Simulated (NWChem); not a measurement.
Molecule: tert-butyl chloride (C4H9Cl); SMILES CC(C)(C)Cl

All runs: NWChem. Coordinates come from a PBE0/def2-SVP optimisation. Gas-phase geometry, NWChem's default radii.

COSMO at PBE/def2-SVP gives an electrostatic solvation energy of -1.12 kcal/mol for ε = 2.0. Its surface charges are scaled by f = (ε − 1)/ε.

**Question.** Estimate the value for ε = 46.7 from the scaling alone and compare it with a run.

**Answer.** 
1. f = 0.5000 and 0.9786; their ratio is 1.957.
2. With a rigid solute density the energy is proportional to f: -1.12 × 1.957 = -2.19 kcal/mol.
3. The run gives -2.39 kcal/mol, 0.20 lower; the difference is the response of the solute's density to the stronger field.
